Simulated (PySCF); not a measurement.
Excitations are Tamm–Dancoff values on a coarser integration grid. The basis has no diffuse functions, so Rydberg states are missing or too high.

# C$_{2}$H$_{3}$NSi, SMILES `[C-]#[N+][SiH]=C` (charge 0, multiplicity 1)

Method: PySCF with PBE0-D3(BJ)/def2-TZVP.

```yaml
HOMO: -7.06 eV
dipole_moment: 2.55 D
LUMO: -1.87 eV
HOMO–LUMO gap: 5.19 eV
S1 excitation (TDA): 5.26 eV
S1 oscillator strength: 0.374
brightest of the four lowest singlets (TDA): 5.26 eV
T1 excitation (TDA): 2.61 eV
S1–T1 gap (TDA): 2.65 eV
vertical ionisation energy (Delta-SCF): 9.05 eV
total_energy: -421.9638 Ha
cost: about 50 core-seconds (a rough figure)
```

Bonded distances (Å): C1–N2 1.174, N2–Si3 1.718, Si3–C4 1.688, Si3–H5 1.469, C4–H6 1.083, C4–H7 1.083. Bond angles (°): C1–N2–Si3 178.3, N2–Si3–C4 121.8, N2–Si3–H5 110.4, C4–Si3–H5 127.8, Si3–C4–H6 120.5, Si3–C4–H7 122.8, H6–C4–H7 116.7.
